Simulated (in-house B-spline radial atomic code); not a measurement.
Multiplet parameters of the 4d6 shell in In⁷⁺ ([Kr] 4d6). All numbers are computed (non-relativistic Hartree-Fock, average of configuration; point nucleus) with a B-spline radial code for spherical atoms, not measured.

Slater integrals: F^2 = 100960 cm⁻¹, F^4 = 67514 cm⁻¹. Central-field spin-orbit parameter ζ(4d) = 3518 cm⁻¹ (bare central field on non-relativistic orbitals, without two-electron terms: too large for light atoms, too small for heavy ones).

(1) What are Racah's B and C?

(2) Where do the terms lie in LS coupling, without spin-orbit interaction?

(3) How far can these numbers be trusted?

## Answers

(1) B = F^2/49 - 5F^4/441 = 1295 cm⁻¹, C = 35F^4/441 = 5358 cm⁻¹, C/B = 4.14.

(2) In cm⁻¹ above the Hund's-rule term (some of the terms):
| term | expression | energy |
| --- | --- | --- |
| 5D | 0B + 0C | 0 |
| 3H | 4B + 4C | 26613 |
| 3G | 9B + 4C | 33088 |
| 3D | 16B + 4C | 42152 |
| 1I | 6B + 6C | 39919 |

(3) Fits to spectra need these integrals scaled down, since correlation screens the repulsion. Here ζ is 2.72 times B, so spin-orbit coupling rivals the gaps between some terms: low levels can stay fairly pure, while close terms of equal J mix strongly.
